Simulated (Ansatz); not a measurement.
Fe3S4. Charge 0, multiplicity 1. Geometry r2SCAN-D4/def2-SVP; atoms count from 1.

Cartesian coordinates in Å:
```
Fe 1.245 -0.316 -0.100
Fe -0.333 1.077 0.838
Fe -0.824 -0.299 -0.944
S 0.503 1.371 -1.204
S 0.487 -1.962 -1.234
S 1.084 0.050 1.985
S -2.162 0.079 0.660
```

The restricted singlet is unstable towards broken spin symmetry in Hartree–Fock (as tested in another run); at PBE0-D4/def2-TZVP this wasn't settled. The structure comes from a short search, and lower isomers may exist.

Estimate the Mulliken populations from the PBE0/def2-TZVP orbitals of Ansatz.


| atom | charge (e) | d electrons |
| --- | --- | --- |
| Fe1 | 0.45 | 6.74 |
| Fe2 | 0.38 | 6.79 |
| Fe3 | 0.45 | 6.74 |
| S4 | -0.19 | – |
| S5 | -0.37 | – |
| S6 | -0.35 | – |
| S7 | -0.35 | – |
Mulliken values depend strongly on the basis.

And the Mayer bond orders between heavy atoms (over 0.3)?

Fe1–Fe2 0.74 (2.30 Å); Fe1–Fe3 0.75 (2.23 Å); Fe1–S4 0.88 (2.15 Å); Fe1–S5 1.04 (2.14 Å); Fe1–S6 1.05 (2.12 Å); Fe2–Fe3 0.74 (2.30 Å); Fe2–S4 0.79 (2.23 Å); Fe2–S6 1.21 (2.09 Å); Fe2–S7 1.21 (2.09 Å); Fe3–S4 0.88 (2.15 Å); Fe3–S5 1.04 (2.14 Å); Fe3–S7 1.05 (2.12 Å).
